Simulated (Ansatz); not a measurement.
Other settings, tried on CoSi2⁻ (the lowest singlet isomer of a short search).

```yaml
crystal:
  periodic: [false, false, false]
  atoms:
    - {symbol: Co, position_ang: [0.907622, -0.167020, 0.733444]}
    - {symbol: Si, position_ang: [-0.401249, -1.060489, -0.692273]}
    - {symbol: Si, position_ang: [-0.506364, 1.227509, -0.041171]}
basis:
  gaussian: {orbitals: aug-cc-pVDZ}
total_charge: -1
hamiltonian: {xc: {name: wPBEh}, pseudopotentials: {relativity: none}}
output: {forces: true}
```

```sh
$ ansatz run in.yaml --threads 4 --pin off --events-out ev --progress --plain --max-ram 3916MiB
```

Shortened log:

```
Functional definition: wPBEh
1196 factors; integrals over basis functions are off by at most 3.8e-4 eV
111 factors; integrals over basis functions are off by at most 6.2e-6 eV
mean field evaluation 1: about -53326.6957 eV, gradient 1.9e2 eV
mean field evaluation 2: about -52924.1828 eV, gradient 5.0e2 eV
mean field evaluation 4: about -53344.9469 eV, gradient 1.1e2 eV
mean field evaluation 8: about -53369.3540 eV, gradient 2.6e0 eV
mean field evaluation 16: about -53369.3893 eV, gradient 7.3e-3 eV
mean field evaluation 32: about -53369.3893 eV, gradient 8.8e-10 eV
mean field evaluation 64: about -53369.2508 eV, gradient 6.7e0 eV
mean field -53369.38933680 eV, -1961.2888830561 hartree, gradient 1.5e-10 eV, S^2 0.000000; 6 other end points of the search recorded, 0 dependent functions left out
reference -53369.38937551 eV, -1961.2888844786 hartree; 28, 28 occupied and 85, 85 virtual orbitals, 1196 factors
Total energy: -53369.38937551 eV, -1961.2888844786 hartree
Atom 0 at     0.907622    -0.167020     0.733444 Å, force     0.346791    -0.063817     0.280241 eV/Å
Atom 1 at    -0.401249    -1.060489    -0.692273 Å, force    -0.191539     0.426827    -0.027737 eV/Å
Atom 2 at    -0.506364     1.227509    -0.041171 Å, force    -0.155252    -0.363010    -0.252503 eV/Å
Dipole moment:     0.475164    -0.087440     0.383979 e Å
```

It took 11 s on 4 threads of Intel Xeon Platinum 8375C on a shared host.

The restricted singlet is unstable towards broken spin symmetry at other levels; at RKS ωPBEh/aug-cc-pVDZ this wasn't settled.

The dipole of an ion depends on the origin.
